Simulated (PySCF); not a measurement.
Compound: SnFH3.
Structure used (PBE0-D3(BJ)/def2-SVP), in Å, numbered top down from 1:
```
atom  x, y, z in Å
Sn1   -0.001    0.001   -0.122
F2     0.012   -0.018    1.822
H3     1.645    0.011   -0.579
H4    -0.833    1.432   -0.547
H5    -0.824   -1.425   -0.575
```

Method: PySCF, TDDFT wB97X-D/def2-SVPD, vertical, gas phase, core orbitals frozen in the response, def2 core potentials past Kr. Spin–orbit coupling is left out.

Kohn–Sham orbitals with the atoms that hold most of them (Löwdin shares over 4%, at most four atoms):

| orbital | ε (eV) | atoms |
| --- | --- | --- |
| HOMO-3 | -12.99 | F2 76%, Sn1 13%, H5 5%, H4 4% |
| HOMO-2 | -12.99 | F2 76%, Sn1 13%, H3 6% |
| HOMO-1 | -11.31 | Sn1 33%, H5 29%, F2 22%, H4 11% |
| HOMO | -11.31 | Sn1 33%, H3 25%, F2 22%, H4 19% |
| LUMO | 0.82 | Sn1 57%, F2 14%, H3 10%, H5 10% |
| LUMO+1 | 1.22 | Sn1 52%, H5 15%, H4 15%, H3 15% |
| LUMO+2 | 2.36 | Sn1 62%, H5 15%, H4 11%, H3 8% |

Within 0.005 eV of a neighbour in this list lie HOMO-3/HOMO-2 and HOMO-1/HOMO (point group found: C3v); within a degenerate set the shares of single atoms can hang on how the components are chosen.

(1) How does S1 compare with the orbital gap of 12.13 eV?

## Answers

(1) S1 is at 7.18 eV (f = 0.0010), 4.95 eV below the gap, made of HOMO-1/HOMO→LUMO (97%). S1/S2 lie within about 0.01 eV of each other. Without the coupling terms of the response equations the lowest excitation would equal the gap.

Next come S2 at 7.18 eV (f 0.0010), HOMO-1/HOMO→LUMO (97%); S3 at 8.36 eV (f 0.204), HOMO-1/HOMO→LUMO+1 (≥89%); S4 at 8.36 eV (f 0.204), HOMO-1/HOMO→LUMO+1 (≥89%); S5 at 8.75 eV (f 0.0000), HOMO-1/HOMO→LUMO+2 (≥48%), HOMO-1/HOMO→LUMO+3 (≥48%).

Orbitals of the list HOMO-3 to LUMO+2 that lie within 0.01 eV of each other are written together with a slash and their weights summed (≥ marks a lower bound); for degenerate orbitals outside that list single weights are arbitrary.
